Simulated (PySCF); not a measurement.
**UHF on Gd (gadolinium, neutral)**

Configuration: [Xe] 4f7 5d1 6s2, high-spin 9D determinant. Calculation: PySCF 2.14, in ANO-RCC-VTZP; the spin-free X2C one-electron Hamiltonian (Gaussian nucleus).

```
Total energy                                                  : -11266.334089 hartree
One-electron energy                                           : -15405.2960 hartree
Hartree (Coulomb) energy                                      : 4387.8490 hartree
Exchange energy                                               : -248.8871 hartree
⟨S²⟩                                                          : 20.1582
⟨L²⟩                                                          : 6.496
Sum of ⟨r⟩                                                    : 44.92 bohr
Sum of ⟨r²⟩                                                   : 85.56 bohr²
Traceless quadrupole moment −½Σ⟨3z² − r²⟩ along its main axis : 0.879 e·bohr²
Langevin diamagnetic susceptibility                           : -67.8 ×10⁻⁶ cm³/mol
```

```json
{"shell": "1s α", "electrons": "1", "mean orbital energy (hartree)": "-1855.28155", "spread (hartree)": "0", "rms radius, mean of both spins (bohr)": "0.0249"}
{"shell": "1s β", "electrons": "1", "mean orbital energy (hartree)": "-1855.27971", "spread (hartree)": "0", "rms radius, mean of both spins (bohr)": "0.0249"}
{"shell": "2s α", "electrons": "1", "mean orbital energy (hartree)": "-310.76184", "spread (hartree)": "0", "rms radius, mean of both spins (bohr)": "0.101"}
{"shell": "2s β", "electrons": "1", "mean orbital energy (hartree)": "-310.75181", "spread (hartree)": "0", "rms radius, mean of both spins (bohr)": "0.101"}
{"shell": "2p α", "electrons": "3", "mean orbital energy (hartree)": "-276.78295", "spread (hartree)": "0.00042", "rms radius, mean of both spins (bohr)": "0.0907"}
{"shell": "2p β", "electrons": "3", "mean orbital energy (hartree)": "-276.77398", "spread (hartree)": "0.00182", "rms radius, mean of both spins (bohr)": "0.0907"}
{"shell": "3s α", "electrons": "1", "mean orbital energy (hartree)": "-70.82442", "spread (hartree)": "0", "rms radius, mean of both spins (bohr)": "0.260"}
{"shell": "3s β", "electrons": "1", "mean orbital energy (hartree)": "-70.65431", "spread (hartree)": "0", "rms radius, mean of both spins (bohr)": "0.260"}
{"shell": "3p α", "electrons": "3", "mean orbital energy (hartree)": "-60.04421", "spread (hartree)": "0.00334", "rms radius, mean of both spins (bohr)": "0.261"}
{"shell": "3p β", "electrons": "3", "mean orbital energy (hartree)": "-59.85267", "spread (hartree)": "0.00277", "rms radius, mean of both spins (bohr)": "0.261"}
{"shell": "3d α", "electrons": "5", "mean orbital energy (hartree)": "-45.55822", "spread (hartree)": "0.00491", "rms radius, mean of both spins (bohr)": "0.239"}
{"shell": "3d β", "electrons": "5", "mean orbital energy (hartree)": "-45.34958", "spread (hartree)": "0.00360", "rms radius, mean of both spins (bohr)": "0.239"}
{"shell": "4s α", "electrons": "1", "mean orbital energy (hartree)": "-15.31550", "spread (hartree)": "0", "rms radius, mean of both spins (bohr)": "0.588"}
{"shell": "4s β", "electrons": "1", "mean orbital energy (hartree)": "-14.86420", "spread (hartree)": "0", "rms radius, mean of both spins (bohr)": "0.588"}
{"shell": "4p α", "electrons": "3", "mean orbital energy (hartree)": "-11.67423", "spread (hartree)": "0.00500", "rms radius, mean of both spins (bohr)": "0.624"}
{"shell": "4p β", "electrons": "3", "mean orbital energy (hartree)": "-11.17480", "spread (hartree)": "0.00565", "rms radius, mean of both spins (bohr)": "0.624"}
{"shell": "4d α", "electrons": "5", "mean orbital energy (hartree)": "-6.51148", "spread (hartree)": "0.01277", "rms radius, mean of both spins (bohr)": "0.687"}
{"shell": "4d β", "electrons": "5", "mean orbital energy (hartree)": "-5.86133", "spread (hartree)": "0.00919", "rms radius, mean of both spins (bohr)": "0.687"}
{"shell": "5s α", "electrons": "1", "mean orbital energy (hartree)": "-2.31667", "spread (hartree)": "0", "rms radius, mean of both spins (bohr)": "1.44"}
{"shell": "5s β", "electrons": "1", "mean orbital energy (hartree)": "-2.13237", "spread (hartree)": "0", "rms radius, mean of both spins (bohr)": "1.44"}
{"shell": "5p α", "electrons": "3", "mean orbital energy (hartree)": "-1.31432", "spread (hartree)": "0.02287", "rms radius, mean of both spins (bohr)": "1.69"}
{"shell": "5p β", "electrons": "3", "mean orbital energy (hartree)": "-1.15398", "spread (hartree)": "0.03258", "rms radius, mean of both spins (bohr)": "1.69"}
{"shell": "4f α", "electrons": "7", "mean orbital energy (hartree)": "-0.83213", "spread (hartree)": "0.00623", "rms radius, mean of both spins (bohr)": "0.926"}
{"shell": "5d α", "electrons": "1", "mean orbital energy (hartree)": "-0.24945", "spread (hartree)": "0", "rms radius, mean of both spins (bohr)": "2.88"}
{"shell": "6s α", "electrons": "1", "mean orbital energy (hartree)": "-0.21110", "spread (hartree)": "0", "rms radius, mean of both spins (bohr)": "4.53"}
{"shell": "6s β", "electrons": "1", "mean orbital energy (hartree)": "-0.18792", "spread (hartree)": "0", "rms radius, mean of both spins (bohr)": "4.53"}
```

Spin-orbit coupling, absent here, splits the open shell strongly. ⟨S²⟩ = 20.16 against 20.00 shows spin contamination.

Densities and radii are taken from the X2C orbitals without a picture-change correction, which distorts them close to the nucleus.

Spin-orbit constants ζ (cm⁻¹) from the X2C one-electron operator on these orbitals: bare nucleus, nucleus screened by l(l+1)(2l+1)/3 electrons, and screened by the Breit-Pauli mean field of the electrons.

```json
{"shell": "2p", "bare": "3621000", "screened nucleus": "3508000", "mean field": "n/a"}
{"shell": "3p", "bare": "750400", "screened nucleus": "726900", "mean field": "n/a"}
{"shell": "3d", "bare": "116800", "screened nucleus": "98530", "mean field": "n/a"}
{"shell": "4p", "bare": "163400", "screened nucleus": "158300", "mean field": "n/a"}
{"shell": "4d", "bare": "21500", "screened nucleus": "18140", "mean field": "n/a"}
{"shell": "4f", "bare": "3091", "screened nucleus": "1739", "mean field": "n/a"}
{"shell": "5p", "bare": "21500", "screened nucleus": "20830", "mean field": "n/a"}
{"shell": "5d", "bare": "1124", "screened nucleus": "948.6", "mean field": "n/a"}
```

To first order the Landé constant is A = 118.6 cm⁻¹, so the lowest level has J = 2 and lies 0.147 eV below the centre of the term. This holds in LS coupling only.
